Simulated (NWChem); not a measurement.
System: BF₂ cation

Here is an NWChem input.

```
start job
memory heap 200 mb stack 900 mb global 1100 mb
charge 1
geometry units angstroms noautoz
  F      0.000000     0.000000    -1.226433
  B      0.000000     0.000000     0.000000
  F      0.000000     0.000000     1.226433
end
basis spherical
  * library def2-svp
end
dft
  xc slater pw91lda
  iterations 150
  mulliken
end
task dft energy
```

NWChem printed, in part:

```
             Northwest Computational Chemistry Package (NWChem) 7.3.0
             --------------------------------------------------------

 ORDER OF PRIMARY AXIS IS BEING SET TO 4
 D4H symmetry detected

                             Geometry "geometry" -> ""
                             -------------------------

 Output coordinates in angstroms (scale by  1.889725989 to convert to a.u.)

  No.       Tag          Charge          X              Y              Z
 ---- ---------------- ---------- -------------- -------------- --------------
    1 F                    9.0000     0.00000000     0.00000000    -1.22643300
    2 B                    5.0000     0.00000000     0.00000000     0.00000000
    3 F                    9.0000     0.00000000     0.00000000     1.22643300

 Effective nuclear repulsion energy (a.u.)      56.3077077953

      Symmetry information
      --------------------

 Group name             D4h
 Group number             28
 Group order              16
 No. of unique centers     2

                                 NWChem DFT Module
                                 -----------------

 Summary of "ao basis" -> "ao basis" (spherical)
 ------------------------------------------------------------------------------
       Tag                 Description            Shells   Functions and Types
 ---------------- ------------------------------  ------  ---------------------
 F                          def2-svp                 6       14   3s2p1d
 B                          def2-svp                 6       14   3s2p1d

      Symmetry analysis of basis
      --------------------------

        a1g        10
        a1u         0
        a2g         0
        a2u         8
        b1g         2
        b1u         1
        b2g         2
        b2u         1
        eg          8
        eu         10

            General Information
            -------------------
          SCF calculation type: DFT
          Wavefunction type:  closed shell.
          No. of atoms     :     3
          No. of electrons :    22
           Alpha electrons :    11
            Beta electrons :    11
          Charge           :     1
          Spin multiplicity:     1
          Use of symmetry is: on ; symmetry adaption is: on
          Maximum number of iterations: 150
          AO basis - number of functions:    42
                     number of shells:    18
          Convergence on energy requested:  1.00D-06
          Convergence on density requested:  1.00D-05
          Convergence on gradient requested:  5.00D-04

              XC Information
              --------------
                        Slater Exchange Functional  1.000 local
            Perdew 1991 LDA Correlation Functional  1.000 local

             Grid Information
             ----------------
          Grid used for XC integration:  medium
          Radial quadrature: Mura-Knowles
          Angular quadrature: Lebedev.
          Tag              B.-S. Rad. Rad. Pts. Rad. Cut. Ang. Pts.
          ---              ---------- --------- --------- ---------
          F                   0.50       49           6.0       434
          B                   0.85       49           5.0       434
          Grid pruning is: on
          Number of quadrature shells:    98
          Spatial weights used:  Erf1

      Superposition of Atomic Density Guess
      -------------------------------------

 Sum of atomic energies:        -223.08901740

 Renormalizing density from      23.00 to     22

      Non-variational initial energy
      ------------------------------

 Total energy =    -217.581868
 1-e energy   =    -403.041563
 2-e energy   =     129.151987
 HOMO         =      -1.203376
 LUMO         =      -0.389227

      Symmetry analysis of molecular orbitals - initial
      -------------------------------------------------

 !! scf_movecs_sym_adapt:    6 vectors were symmetry contaminated

  Symmetry fudging

 !! scf_movecs_sym_adapt:    6 vectors were symmetry contaminated

  Numbering of irreducible representations:

     1 a1g         2 a1u         3 a2g         4 a2u         5 b1g
     6 b1u         7 b2g         8 b2u         9 eg         10 eu

  Orbital symmetries:

     1 a1g         2 a2u         3 a1g         4 a1g         5 a2u
     6 a1g         7 a2u         8 eu          9 eu         10 eg
    11 eg         12 a1g        13 eu         14 eu         15 a2u
    16 a1g        17 eu         18 eu         19 a2u        20 b1g
    21 b2g

     ---------------------------------------------
      Total Density - Mulliken Population Analysis
     ---------------------------------------------

    Atom       Charge   Shell Charges
 -----------   ------   -------------------------------------------------------
    1 F    9     9.19   1.99  1.23  0.59  3.80  1.57  0.01
    2 B    5     3.61   1.99  0.63  0.01  0.77  0.02  0.19
    3 F    9     9.19   1.99  1.23  0.59  3.80  1.57  0.01

   convergence    iter        energy       DeltaE   RMS-Dens  Diis-err
 ---------------- ----- ----------------- --------- --------- ---------
 d= 0,ls=0.0,diis     1   -222.2333404740 -2.79D+02  6.24D-02  3.62D+00
 d= 0,ls=0.0,diis     2   -220.9658520182  1.27D+00  4.72D-02  1.84D+01
 d= 0,ls=0.0,diis     3   -222.5320407405 -1.57D+00  3.63D-03  2.77D-02
 d= 0,ls=0.0,diis     4   -222.5353794838 -3.34D-03  6.86D-04  1.06D-03
 d= 0,ls=0.0,diis     5   -222.5354914236 -1.12D-04  4.56D-05  4.04D-05
  Resetting Diis
 d= 0,ls=0.0,diis     6   -222.5354942236 -2.80D-06  1.86D-05  1.74D-06
 d= 0,ls=0.0,diis     7   -222.5354943909 -1.67D-07  1.01D-06  1.88D-09

         Total DFT energy =     -222.535494390859
      One electron energy =     -414.165439226018
           Coulomb energy =      158.394859629227
    Exchange-Corr. energy =      -23.072622589326
 Nuclear repulsion energy =       56.307707795257

 Numeric. integr. density =       22.000000306819

                  Occupations of the irreducible representations
                  ----------------------------------------------

                     irrep           alpha         beta
                     --------     --------     --------
                     a1g               4.0          4.0
                     a1u               0.0          0.0
                     a2g               0.0          0.0
                     a2u               3.0          3.0
                     b1g               0.0          0.0
                     b1u               0.0          0.0
                     b2g               0.0          0.0
                     b2u               0.0          0.0
                     eg                2.0          2.0
                     eu                2.0          2.0

                       DFT Final Molecular Orbital Analysis
                       ------------------------------------

 Vector    9  Occ=2.000000D+00  E=-8.192705D-01  Symmetry=eu
              MO Center= -5.7D-16,  1.9D-16,  5.8D-14, r^2= 1.7D+00
   Bfn.  Coefficient  Atom+Function         Bfn.  Coefficient  Atom+Function
  ----- ------------  ---------------      ----- ------------  ---------------
     4      0.381465  1 F  px                32      0.381465  3 F  px
    18      0.275344  2 B  px                 7     -0.216064  1 F  px
    35     -0.216064  3 F  px                 5     -0.198883  1 F  py
    33     -0.198883  3 F  py                19     -0.143556  2 B  py
     8      0.112649  1 F  py                36      0.112649  3 F  py

 Vector   10  Occ=2.000000D+00  E=-7.649308D-01  Symmetry=eg
              MO Center= -1.5D-16, -1.7D-16, -6.5D-14, r^2= 1.8D+00
   Bfn.  Coefficient  Atom+Function         Bfn.  Coefficient  Atom+Function
  ----- ------------  ---------------      ----- ------------  ---------------
     5     -0.350229  1 F  py                33      0.350229  3 F  py
     4      0.342169  1 F  px                32     -0.342169  3 F  px
     8      0.208802  1 F  py                36     -0.208802  3 F  py
     7     -0.203996  1 F  px                35      0.203996  3 F  px
    25     -0.053073  2 B  d -1              27     -0.051851  2 B  d  1

 Vector   11  Occ=2.000000D+00  E=-7.649308D-01  Symmetry=eg
              MO Center= -5.2D-15, -5.1D-15,  1.6D-14, r^2= 1.8D+00
   Bfn.  Coefficient  Atom+Function         Bfn.  Coefficient  Atom+Function
  ----- ------------  ---------------      ----- ------------  ---------------
     4      0.350229  1 F  px                32     -0.350229  3 F  px
     5      0.342169  1 F  py                33     -0.342169  3 F  py
     7     -0.208802  1 F  px                35      0.208802  3 F  px
     8     -0.203996  1 F  py                36      0.203996  3 F  py
    27     -0.053073  2 B  d  1              25      0.051851  2 B  d -1

 Vector   12  Occ=0.000000D+00  E=-3.551239D-01  Symmetry=eu
              MO Center=  1.8D-18,  2.7D-18, -2.3D-16, r^2= 1.4D+00
   Bfn.  Coefficient  Atom+Function         Bfn.  Coefficient  Atom+Function
  ----- ------------  ---------------      ----- ------------  ---------------
    19      0.686000  2 B  py                18      0.454499  2 B  px
    22     -0.270108  2 B  py                 5     -0.257834  1 F  py
    33     -0.257834  3 F  py                 8      0.203866  1 F  py
    36      0.203866  3 F  py                21     -0.178956  2 B  px
     4     -0.170824  1 F  px                32     -0.170824  3 F  px

 Vector   13  Occ=0.000000D+00  E=-3.551239D-01  Symmetry=eu
              MO Center= -1.1D-17,  7.0D-18, -2.1D-17, r^2= 1.4D+00
   Bfn.  Coefficient  Atom+Function         Bfn.  Coefficient  Atom+Function
  ----- ------------  ---------------      ----- ------------  ---------------
    18      0.686000  2 B  px                19     -0.454499  2 B  py
    21     -0.270108  2 B  px                 4     -0.257834  1 F  px
    32     -0.257834  3 F  px                 7      0.203866  1 F  px
    35      0.203866  3 F  px                22      0.178956  2 B  py
     5      0.170824  1 F  py                33      0.170824  3 F  py

 Vector   14  Occ=0.000000D+00  E=-3.514819D-01  Symmetry=a1g
              MO Center=  1.4D-15,  3.8D-17,  5.1D-16, r^2= 2.1D+00
   Bfn.  Coefficient  Atom+Function         Bfn.  Coefficient  Atom+Function
  ----- ------------  ---------------      ----- ------------  ---------------
    17      0.856948  2 B  s                 16      0.406354  2 B  s
     3     -0.255571  1 F  s                 31     -0.255571  3 F  s
     6      0.245604  1 F  pz                34     -0.245604  3 F  pz
     2     -0.187277  1 F  s                 30     -0.187277  3 F  s
    15      0.174072  2 B  s                 26     -0.153715  2 B  d  0

     ---------------------------------------------
      Total Density - Mulliken Population Analysis
     ---------------------------------------------

    Atom       Charge   Shell Charges
 -----------   ------   -------------------------------------------------------
    1 F    9     8.73   1.99  1.15  0.66  3.34  1.58  0.01
    2 B    5     4.54   1.98  0.75 -0.03  1.49  0.12  0.24
    3 F    9     8.73   1.99  1.15  0.66  3.34  1.58  0.01

     -------------------------------------------
      Total Density - Lowdin Population Analysis
     -------------------------------------------

    Atom       Charge   Shell Charges
 -----------   ------   -------------------------------------------------------
    1 F    9     8.64   1.97  0.96  0.66  3.16  1.86  0.02
    2 B    5     4.72   1.95  0.46  0.13  1.26  0.40  0.52
    3 F    9     8.64   1.97  0.96  0.66  3.16  1.86  0.02

     Multipole analysis of the density
     ---------------------------------

     L   x y z        total         alpha         beta         nuclear
     -   - - -        -----         -----         ----         -------
     0   0 0 0      1.000000    -11.000000    -11.000000     23.000000

     1   1 0 0     -0.000000     -0.000000     -0.000000      0.000000
     1   0 1 0     -0.000000     -0.000000     -0.000000      0.000000
     1   0 0 1      0.000000      0.000000      0.000000      0.000000

     2   2 0 0     -8.581509     -4.290755     -4.290755      0.000000
     2   1 1 0     -0.000000     -0.000000     -0.000000      0.000000
     2   1 0 1     -0.000000     -0.000000     -0.000000      0.000000
     2   0 2 0     -8.581509     -4.290755     -4.290755      0.000000
     2   0 1 1     -0.000000     -0.000000     -0.000000      0.000000
     2   0 0 2     -8.323901    -52.504309    -52.504309     96.684717
```

Level: LDA (Slater exchange, PW92)/def2-SVP. Geometry: optimised at PBE0-D3(BJ)/def2-TZVP.
